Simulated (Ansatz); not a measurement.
Cost and result up the ladder for Si7Au (the lowest doublet isomer of a short search) (8 atoms). Total charge 0; doublet. Geometry: PBE0-D4/def2-SVP.

Cartesian coordinates in Å:
```
Au 1.931 -0.855 0.585
Si -1.694 -1.537 0.741
Si -1.212 0.551 -0.495
Si 1.172 1.255 -0.565
Si 0.073 0.275 -2.478
Si -0.224 2.080 1.184
Si -0.071 -0.208 1.940
Si 0.026 -1.559 -0.911
```

Ansatz on 6 threads of Intel Xeon on a shared host. Times are rough, and most runs start from the orbitals of an earlier one. ωB97M-V/def2-TZVP serves as the yardstick here, not as an exact answer. Differences are given only for rows in sets of like size (and for xTB, whose basis is part of the method), since another set adds its own error. Binding counts from free atoms at the same level (Au doublet, Si triplet; other spins of the atoms weren't run), without zero-point energy or a counterpoise term.

In the def2 sets Au takes a core potential; there is no spin–orbit coupling. Correlated methods freeze 35 core orbitals; core or outer-core shells of Au are correlated, in sets that lack core-valence functions. No other spin state of charge 0 was run. The structure comes from a short search, and lower isomers may exist.

Correlated methods converge slowly with the basis.

| level | functions | wall time | binding energy per atom (eV) | difference from ωB97M-V/def2-TZVP (eV) | remarks |
| --- | --- | --- | --- | --- | --- |
| PBE-D4/def2-SVP | 158 | 3.7 s | 3.49 | – | – |
| PBE0-D4/def2-SVP | 158 | 6.5 s | 3.32 | – | – |
| PBE-D4/def2-TZVP | 299 | 8.5 s | 3.56 | 0.35 | – |
| r2SCAN-D4/def2-TZVP | 299 | 20 s | 3.43 | 0.23 | – |
| MP2/def2-TZVP | 299 | 24 s | 3.51 | 0.30 | spin-contaminated (⟨S²⟩ 0.87) |
| PBE0-D4/def2-TZVP (with forces) | 299 | 35 s | 3.40 | 0.20 | – |
| CAM-B3LYP-D4/def2-TZVP | 299 | 42 s | 3.02 | -0.19 | – |
| ωB97M-V/def2-TZVP | 299 | 57 s | 3.20 | 0.00 | – |
